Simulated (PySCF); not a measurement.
C7H6N (doublet state).
Geometry (GFN2-xTB, Å), atoms numbered from 1 in this order:
```xyz
14
C7H6N angstrom
C     -1.6872    0.3988    1.0960
C     -1.3967   -0.4800   -0.0457
C      0.1153   -0.7033   -0.0219
C      0.6786   -1.7894    0.5121
C      0.8829    0.3468   -0.5467
C      1.4957    1.2715   -1.0397
C      2.2061    2.2970   -1.5748
N      2.8045    3.1686   -2.0294
H     -1.7371   -0.0115    2.0866
H     -1.6217    1.4648    0.9915
H     -1.8875   -1.4493    0.0567
H     -1.6827   -0.0179   -0.9922
H      0.0812   -2.5957    0.9009
H      1.7481   -1.9009    0.5696
```

The hyperfine couplings belong to this conformer and change with its torsions.

The species is `[CH2]CC(=C)C#CC#N` [radical].

Computed with UKS B3LYP, pcH-1 on C H N, non-relativistic, mean-field spin-orbit, GIAO (PySCF). The structure is a single GFN2-xTB conformer in the gas phase; no vibrational or solvent corrections. A GFN2-xTB geometry isn't a minimum of the functional, and hyperfine couplings can be far from their values at a DFT geometry. No stability test was run, so a lower SCF solution isn't excluded.

The Mulliken spin populations are largest on C1 (+1.06), C4 (+0.08) and C2 (-0.08). No atom but C1 exceeds +0.15. The angles at C1 add up to 358.4°, so it is nearly planar; its axial dipolar tensor and the negative couplings of its protons fit spin in a p orbital normal to that plane.

Problem. McConnell's relation a(H) = Q·ρ ties the coupling of a proton on a planar π carbon to the spin population of that carbon. What Q do the computed values give?

Solution. 
```
  H   C    ρ(C)  a(H) (G)  a/ρ (G)
 H9  C1  +1.056    -21.32    -20.2
H10  C1  +1.056    -22.14    -21.0
```

These protons share one ρ (within 0.01), so their mean ratio, Q = -20.6 G, is no test of linearity.

Problem. How do the β-proton couplings of this frozen conformer go with θ, the angle between the C–H bond and the normal to the plane of the spin centre's three neighbours, both seen down the bond from centre to carbon?

Solution. 
| β H | on | centre | θ (°) | cos²θ | a (G) |
| --- | --- | --- | --- | --- | --- |
| H11 | C2 | C1 | 59 | 0.27 | +13.01 |
| H12 | C2 | C1 | 65 | 0.18 | +9.56 |

Couplings in gauss use g_iso = 2.0025.
